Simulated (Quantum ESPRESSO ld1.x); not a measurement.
Valence configurations of Ba II (all share [Xe]). All-electron calculation, scalar-relativistic Kohn-Sham, LDA (Slater exchange, Perdew-Wang correlation), spin-polarised, spherical densities, point nucleus; open shells are filled with parallel spins first. Program: ld1.x of Quantum ESPRESSO 7.5. Energies are relative to 6s1; eigenvalues in eV for spin up.

valence      E (eV)  moment (Bohr magnetons)   e(4f)   e(5d)   e(6p)   e(6s)
6s1           0.000                        1       -       -       -  -8.063
5d1           0.760                        1       -  -6.295       -       -
6s0.5 6p0.5   1.366                        1       -       -  -5.612  -8.336
6p1           2.726                        1       -       -  -5.863       -
4f1           4.872                        1  -2.258       -       -       -

NIST lists [Xe] 6s1 as the ground configuration; this level of theory agrees among the configurations tried. The energies are those of spherical high-spin densities, not of single terms.
